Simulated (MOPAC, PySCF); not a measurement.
C₅H₈, SMILES `C=C=CCC` (C–C–C–C torsion 119°), neutral singlet in the gas phase. 

Cartesian coordinates (Å):
```xyz
13

C      2.6803     0.3392    -0.5496
C      1.5239    -0.1919    -0.2762
C      0.3589    -0.7103    -0.0168
C     -0.9616    -0.1003    -0.4133
C     -1.8367     0.2315     0.7973
H      3.2123     0.0960    -1.4630
H      3.1550     1.0410     0.1275
H      0.3200    -1.6447     0.5398
H     -1.4946    -0.8043    -1.0611
H     -0.7795     0.7985    -1.0045
H     -2.7965     0.6454     0.4824
H     -2.0363    -0.6613     1.3944
H     -1.3452     0.9612     1.4431
```
Charge 0, multiplicity 1.

All levels are single points at this geometry (B3LYP-D3(BJ)/def2-TZVP); Pople sets use spherical d functions. Orbital energies aren't observables, and empty levels follow the basis.

```tsv
level	HOMO (eV)	LUMO (eV)	gap (eV)	dipole (D)	vertical IE, Delta-SCF (eV)
PBE-D3(BJ)/def2-TZVP in PySCF	-6.06	-0.62	5.44	0.49	–
ωB97X-D3(BJ)/def2-TZVP in PySCF	-9.61	2.50	12.10	0.47	–
B3LYP/3-21G in PySCF	-6.78	0.80	7.58	0.41	–
B3LYP/6-311+G** in PySCF	-7.03	-0.14	6.89	0.49	–
B3LYP/6-31G* in PySCF	-6.70	0.73	7.43	0.42	9.11
BP86/6-31G* in PySCF	-5.85	-0.20	5.65	0.45	–
PBE/6-31G* in PySCF	-5.75	-0.10	5.64	0.45	8.99
SVWN5/6-31G* in PySCF	-5.85	-0.28	5.56	0.44	9.16
HF/3-21G in PySCF	-9.67	5.02	14.69	0.39	–
HF/STO-3G in PySCF	-8.15	8.67	16.82	0.35	–
AM1 in MOPAC	-9.78	1.20	10.98	0.24	–
PM3 in MOPAC	-9.84	1.07	10.91	0.16	–
PM7 in MOPAC	-9.87	1.01	10.88	0.44	–
```
